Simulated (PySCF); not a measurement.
Calculation: M06-2X/def2-TZVP // B3LYP-D3(BJ)/def2-SVP in PySCF. Gas-phase values, no solvent. One relaxed conformer stands for a flexible species; it need not be the lowest. Delta-SCF ions had no search for a lower state. 

Reference species (SMILES): `C(C)[Si](CC)(I)CC` (neutral, multiplicity 1).

```yaml
HOMO: -8.31 eV
vertical ionisation energy (Delta-SCF): 9.07 eV
```

Changed species: `CC[Si](CC)(CC)CC` (0 of 4 C2H5 replaced by I; the reference has 1 of 4 C2H5 replaced by I).

Problem. What does the change do to the HOMO and vertical ionisation energy (Delta-SCF)?

Solution. the HOMO falls by 0.51 eV, to -8.82 eV; the vertical ionisation energy (Delta-SCF) rises by 0.49 eV, to 9.56 eV.
